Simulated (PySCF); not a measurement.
## Cd⁴⁴⁺ (cadmium, charge +44): Hartree-Fock from Schrödinger to Dirac-Coulomb-Breit

Occupied: 1s1/2, 2s1/2. Hartree-Fock calculated with PySCF 2.14 in an even-tempered Gaussian basis (16 s from 7.4 bohr⁻², ratio 2.7; 12 p from 8.9 bohr⁻², ratio 2.7), Gaussian nucleus throughout. NR is non-relativistic, sf-X2C the spin-free one-electron X2C Hamiltonian, X2C adds the bare one-electron spin-orbit term, X2C-SNSO screens it by Boettger's factors, DC is four-component Dirac-Coulomb, and the Gaunt and Breit terms are added at first order (total energies over the DC spinors, levels after relaxing the spinors in that mean field). QED terms are absent. Levels marked empty are virtual spinors of this ion.

```tsv
level (eV)	NR	sf-X2C	X2C	X2C-SNSO
1s1/2	-30031.1	-30966.5	-30966.5	-30966.5
2s1/2	-7132.9	-7413.5	-7413.5	-7413.5
2p1/2 (empty)	-6863.4	-6969.8	-7127.0	-7120.0
2p3/2 (empty)	-6863.4	-6969.8	-6898.7	-6901.6
3s1/2 (empty)	-3024.7	-3119.4	-3119.4	-3119.4
```

Problem. Where do the four-component calculations put these levels?

Solution. 1s1/2: DC -30988.0, DC+Gaunt -30943.7, DC+Breit -30944.2; 2s1/2: DC -7415.8, DC+Gaunt -7410.8, DC+Breit -7411.3; 2p1/2 (empty): DC -7122.0, DC+Gaunt -7112.8, DC+Breit -7114.1; 2p3/2 (empty): DC -6902.0, DC+Gaunt -6896.7, DC+Breit -6898.1; 3s1/2 (empty): DC -3120.0, DC+Gaunt -3118.6, DC+Breit -3118.8 (eV).

```tsv
Hamiltonian	E (hartree)	E − E(DC) (hartree)	CPU seconds
NR	-2805.2933	94.9749	0.15
sf-X2C	-2899.3768	0.8914	0.08
X2C	-2899.3768	0.8914	0.09
X2C-SNSO	-2899.3768	0.8914	0.11
DC	-2900.2682	0.0000	2
DC+Gaunt	-2898.4229	1.8453	2.9
DC+Breit	-2898.4600	1.8082	24
```

Weight of the small component: 1s1/2 0.0312, 2s1/2 0.00738, 2p1/2 0.00726, 2p3/2 0.00702, 3s1/2 0.00311.

Koopmans' value for the highest occupied level at DC+Breit: 7411.3 eV, against an ionisation energy of 7414 ± 7 eV (semi-empirical (NIST evaluation); NIST Atomic Spectra Database, ionization energies); the former lacks relaxation, correlation, QED and recoil.

The whole ladder took 30 s of wall time on 1 thread of Intel(R) Xeon(R) 6975P-C (shared host), launched as `OMP_NUM_THREADS=1 python relrun2.py TASK.json OUT` (a driver that calls PySCF for each Hamiltonian).
